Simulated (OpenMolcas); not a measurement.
Xe5+: the spin-orbit constant, worked from levels

```
Program             : OpenMolcas 26.06
Basis               : ANO-R2 [7s6p4d2f1g]
Scalar Hamiltonian  : X2C, finite nucleus
Active space        : 3 electrons in 9 orbitals (RAS2 5s 5p; RAS3 5d, at most 2 electrons)
State averaging     : 2S+1 = 4 odd, 1 root; 2S+1 = 2 odd, 11 roots; 2S+1 = 4 even, 3 roots; 2S+1 = 2 even, 9 roots
Spin-orbit coupling : RASSI with atomic mean-field integrals over the reference wave functions, term energies averaged over their components
```

Methods: RASSCF; MS-RASPT2, IPEA 0.25 Eh, imaginary shift 0.1 Eh (closed shells correlated: 4d). Measured levels: Saloman, J. Phys. Chem. Ref. Data 33, 765 (2004).

**The spin-orbit constant.** For the Hund term ²P° of p1, E(J) = (A/2) J(J+1) + constant and ζ = 2S·A = A. From J = 1/2 to J = 3/2 the energy changes by 1.5 A.

| Source | E(3/2) - E(1/2) | A | ζ |
| --- | --- | --- | --- |
| RASSCF | 13729.8 | 9153.2 | 9153 |
| MS-RASPT2 | 13817.8 | 9211.9 | 9212 |
| measured | 15599.0 | 10399.3 | 10399 |

All in cm-1. MS-RASPT2 is off by -11.4 % and RASSCF by -12.0 %. Both methods take the spin-orbit matrix elements from the reference wave functions, so the second can move ζ only through the term energies and any multistate remixing.

Active for correlation alone: 5d; no level in the range computed is led by a configuration that fills it, so any true level of that kind is missing. Measured partners are found by configuration, term and J. A level has none where our copy of the source lacks it or the pairing is in doubt (some pairs that miss far off the trend of their configuration count as doubtful), and it then counts in no deviation. Levels of configurations outside the active space are missing.

° marks odd parity.
